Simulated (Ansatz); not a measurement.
Ansatz (an electronic-structure program) input file for CH5Si, SMILES C[SiH2] (connectivity only; charge and spin as stated), charge +1, multiplicity 1, PBE/def2-TZVPD. Geometry: B3LYP-D3(BJ)/def2-TZVP. The multiplicity is an assumed one; other spin states were not compared. The isomer is the one that the SMILES or the coordinates give; other isomers of the formula were not compared.

Ansatz 0.2 input:
```yaml
crystal:
  periodic: [false, false, false]
  atoms:
    - {symbol: C, position_ang: [-1.17579950, -0.01020731, 0.00000000]}
    - {symbol: Si, position_ang: [0.63651607, -0.00612266, 0.00000000]}
    - {symbol: H, position_ang: [-1.58493754, -0.46978892, -0.90172466]}
    - {symbol: H, position_ang: [-1.58493755, -0.46978892, 0.90172465]}
    - {symbol: H, position_ang: [-1.49424570, 1.04619035, -0.00000000]}
    - {symbol: H, position_ang: [1.40384643, 0.02017427, -1.25267623]}
    - {symbol: H, position_ang: [1.40384643, 0.02017427, 1.25267623]}
basis:
  gaussian:
    orbitals: def2-TZVPD
hamiltonian:
  xc: {name: PBE}
total_charge: 1
```

It prints:

```
WARN ansatz: RAYON_NUM_THREADS=1 ignored (pool sized by the plan → 1); use --threads N
Functional definition: PBE
integrals: 0.03 GiB planned
704 factors; their error is unknown
mean field: 0.33 GiB planned
mean field evaluation 1: about -8966.6002 eV, gradient 8.4e1 eV
mean field evaluation 2: about -8923.0099 eV, gradient 1.2e2 eV
mean field evaluation 4: about -8982.0722 eV, gradient 7.8e0 eV
mean field evaluation 8: about -8982.2077 eV, gradient 3.0e-1 eV
mean field evaluation 16: about -8982.2079 eV, gradient 1.2e-5 eV
mean field -8982.20785856 eV, -330.0900504430 hartree, gradient 1.2e-5 eV, S^2 0.000000; 0 other end points of the search recorded, 0 dependent functions left out
reference -8982.20789562 eV, -330.0900518048 hartree; 12, 12 occupied and 113, 113 virtual orbitals, 704 factors
Total energy: -8982.20789562 eV, -330.0900518048 hartree
```

Self-consistency was reached.

Cost: about 1.0 core-seconds (a rough figure).
